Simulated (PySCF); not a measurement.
## Calculated data, AlFHO₂, Al₂FH₂O, AlBH₅OSi

Computed with PySCF 2.14.0. Calculation on a computer-drawn molecule: the log of a Hartree-Fock and frozen-core CCSD(T) single point meant for a local Hartree-Fock minimum, with one planted fault or none, to be diagnosed. Offsets are logged minus clean, where the clean run is the same molecule without the fault. The reference is restricted for singlets and unrestricted otherwise, and also for a bond in bohr or an excited solution. Adding or removing an electron swaps singlet and doublet. The excited solution moves the top pair (singlet) or top alpha electron (doublet) to the lowest empty orbital. Highest occupied and lowest empty are orbital energies over both spins, largest force is the largest gradient component, triples share is (T) over the correlation energy, the T1 limit is 0.02 restricted and 0.045 unrestricted, electrons count all cores, a negative frequency is imaginary (commonest isotopes), and the dipole is about the centre of nuclear charge.

Common to all runs: meant multiplicity 1; logged SCF converged yes; logged spin squared 0; possible faults no fault, one electron removed, one electron added, multiplicity raised by two, geometry at a saddle point, SCF held on an excited solution, minimal basis STO-3G, one bond length entered in bohr, all coordinates scaled.

(1) 
```xyz
5
formula=AlFHO2 meant_charge=-1 meant_basis=aug-cc-pV(D+d)Z logged_electrons=40 logged_basis_functions=25 logged_highest_occupied=2.9349 logged_lowest_empty=19.075 logged_largest_force=0.073035 logged_T1_diagnostic=0.024386 logged_D1_diagnostic=0.10855 logged_triples_share=0.079144 logged_CC_converged=yes logged_dipole_magnitude=2.1571 logged_SCF_stable_within_its_kind=yes logged_energy_HF=-485.15947 logged_energy_CCSD(T)=-485.30904 planted_fault=minimal_basis_STO-3G HF_energy_offset_from_clean_run=4224 CCSD(T)_energy_offset_from_clean_run=4583
O      0.6741     0.6708    -2.2968
Al    -0.3272     0.4784    -1.0439
O     -1.9362    -0.1869    -1.0842
F     -0.0660     0.8649     0.5700
H     -2.2018    -0.4459    -1.9493
```

Units: logged_highest_occupied, logged_lowest_empty in eV; logged_largest_force in hartree/bohr; logged_dipole_magnitude in debye; logged_energy_HF, logged_energy_CCSD(T) in hartree; HF_energy_offset_from_clean_run, CCSD(T)_energy_offset_from_clean_run in kcal/mol.

Drawn bonds:
```
atom  other atom  order
   1           2      1
   2           3      1
   2           4      1
   3           5      1
```

Notes: T1 above single-reference limit; highest electron not bound in this basis.

(2) 
```xyz
6
formula=Al2FH2O meant_charge=1 meant_basis=cc-pV(D+d)Z logged_electrons=44 logged_basis_functions=30 logged_highest_occupied=-13.294 logged_lowest_empty=1.2404 logged_largest_force=0.083161 logged_T1_diagnostic=0.025398 logged_D1_diagnostic=0.067795 logged_triples_share=0.079233 logged_CC_converged=yes logged_dipole_magnitude=2.8326 logged_SCF_stable_within_its_kind=yes logged_energy_HF=-650.99229 logged_energy_CCSD(T)=-651.13831 planted_fault=minimal_basis_STO-3G HF_energy_offset_from_clean_run=5147 CCSD(T)_energy_offset_from_clean_run=5373
O      0.4833    -0.3801    -0.5430
Al    -1.0343     0.1445    -0.5318
Al    -3.5652     0.9762    -0.4996
F     -4.3849    -0.3323     0.0290
H      1.3646    -0.7123    -0.5406
H     -3.9903     2.4021    -0.9169
```

Units: logged_highest_occupied, logged_lowest_empty in eV; logged_largest_force in hartree/bohr; logged_dipole_magnitude in debye; logged_energy_HF, logged_energy_CCSD(T) in hartree; HF_energy_offset_from_clean_run, CCSD(T)_energy_offset_from_clean_run in kcal/mol.

Drawn bonds:
```
atom  other atom  order
   1           2      1
   2           3      1
   3           4      1
   1           5      1
   3           6      1
```

Notes: T1 above single-reference limit.

(3) 
```xyz
9
formula=AlBH5OSi meant_charge=1 meant_basis=cc-pV(D+d)Z logged_electrons=44 logged_basis_functions=99 logged_highest_occupied=-11.55 logged_lowest_empty=-8.887 logged_largest_force=0.087773 logged_CC_converged=no logged_dipole_magnitude=1.557 logged_SCF_stable_within_its_kind=no logged_energy_HF=-632.77598 planted_fault=SCF_held_on_an_excited_solution HF_energy_offset_from_clean_run=192.4
O     -1.7516     1.9052    -2.7244
Al    -0.8244     0.9495    -1.8304
B      0.4036    -0.3362    -0.5698
Si    -0.0763    -0.6346     1.4045
H     -2.2877     2.4640    -3.2606
H      1.3017    -0.8143    -1.1923
H     -1.3256    -1.4274     1.3597
H      1.0130    -1.3461     2.0912
H     -0.3369     0.6944     1.9973
```

Units: logged_highest_occupied, logged_lowest_empty in eV; logged_largest_force in hartree/bohr; logged_dipole_magnitude in debye; logged_energy_HF in hartree; HF_energy_offset_from_clean_run in kcal/mol.

Drawn bonds:
```
atom  other atom  order
   1           2      1
   2           3      1
   3           4      1
   1           5      1
   3           6      1
   4           7      1
   4           8      1
   4           9      1
```

Notes: CCSD not converged.
